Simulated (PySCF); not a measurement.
GeH₄Mg.

```xyz
6

Mg     0.0000     0.0000    -1.8911
H      0.0000     0.0000    -3.5906
Ge     0.0000     0.0000     0.6970
H      1.2266     0.7082     1.3263
H     -1.2266     0.7082     1.3263
H      0.0000    -1.4164     1.3263
```
Charge 0, spin multiplicity 1.

Coordinates come from a B3LYP-D3(BJ)/def2-TZVP optimisation.

These are HF/pcSseg-2 run with PySCF values and carry that method's errors. Non-relativistic, no solvent.

Give the absolute GIAO shielding of each atom: isotropic value and principal components (ppm). (Estimate from the structure and the level; the computed values follow.)


```tsv
atom	σ(iso)	σ11	σ22	σ33	span
Mg1	435.9	299.6	299.6	708.3	408.7
H2	26.8	24.0	24.0	32.5	8.5
Ge3	1887.3	1833.0	1914.4	1914.4	81.3
H4	29.0	23.3	23.6	40.2	17.0
H5	29.0	23.3	23.6	40.2	17.0
H6	29.0	23.3	23.6	40.2	17.0
```
